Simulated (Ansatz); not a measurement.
Total energies of C3H2F6, SMILES `FC(F)(F)CC(F)(F)F`.

```xyz
11

F    -1.731    0.915   -0.494
C    -0.549    0.589   -1.018
F    -0.734   -0.460   -1.821
F    -0.150    1.615   -1.782
C     0.499    0.327    0.041
C     0.207   -0.813    0.990
F     1.213   -0.919    1.869
F    -0.914   -0.622    1.686
F     0.101   -1.984    0.360
H     0.616    1.236    0.631
H     1.442    0.115   -0.462
```

Total charge 0; spin multiplicity 1. All single points use the PBE0-D4/def2-TZVP geometry. Basis def2-TZVPP, the Gaussian-basis code of Ansatz.

RPA on PBE orbitals: Hartree–Fock energy of these orbitals -711.63188 Eh, correlation -2.94887 Eh (frozen core).

```json
{"functional": "LDA (SPW92)", "energy without D4 (Eh)": "-710.10919", "D4 term (kJ/mol)": "–"}
{"functional": "PBE", "energy without D4 (Eh)": "-714.22234", "D4 term (kJ/mol)": "-21.8"}
{"functional": "revPBE", "energy without D4 (Eh)": "-714.67885", "D4 term (kJ/mol)": "-77.5"}
{"functional": "BLYP", "energy without D4 (Eh)": "-714.83047", "D4 term (kJ/mol)": "-49.2"}
{"functional": "r2SCAN", "energy without D4 (Eh)": "-714.62420", "D4 term (kJ/mol)": "-5.7"}
{"functional": "B97M-V", "energy without D4 (Eh)": "-714.71537", "D4 term (kJ/mol)": "–"}
{"functional": "PBE0", "energy without D4 (Eh)": "-714.22787", "D4 term (kJ/mol)": "-18.2"}
{"functional": "B3LYP", "energy without D4 (Eh)": "-714.91960", "D4 term (kJ/mol)": "-34.6"}
{"functional": "r2SCANh", "energy without D4 (Eh)": "-714.58566", "D4 term (kJ/mol)": "-5.9"}
{"functional": "r2SCAN0", "energy without D4 (Eh)": "-714.53026", "D4 term (kJ/mol)": "-6.4"}
{"functional": "HSE06 (plane-wave form)", "energy without D4 (Eh)": "-714.19847", "D4 term (kJ/mol)": "-16.7"}
{"functional": "BHLYP", "energy without D4 (Eh)": "-714.63840", "D4 term (kJ/mol)": "-23.2"}
{"functional": "CAM-B3LYP", "energy without D4 (Eh)": "-714.74114", "D4 term (kJ/mol)": "-18.1"}
{"functional": "LC-ωPBE", "energy without D4 (Eh)": "-714.53453", "D4 term (kJ/mol)": "–"}
{"functional": "ωB97X-V", "energy without D4 (Eh)": "-714.70007", "D4 term (kJ/mol)": "–"}
{"functional": "ωB97M-V", "energy without D4 (Eh)": "-714.75371", "D4 term (kJ/mol)": "–"}
{"functional": "B2PLYP", "energy without D4 (Eh)": "-714.51169", "D4 term (kJ/mol)": "–"}
{"functional": "PBE-QIDH", "energy without D4 (Eh)": "-714.14055", "D4 term (kJ/mol)": "–"}
```

B3LYP takes the VWN-RPA correlation (the form of Gaussian; ORCA's B3LYP/G). HSE06 is the plane-wave form, built on full-range PBE exchange. The double hybrids freeze the cores in their second-order part.

LC-ωPBE has ω = 0.4 bohr⁻¹.
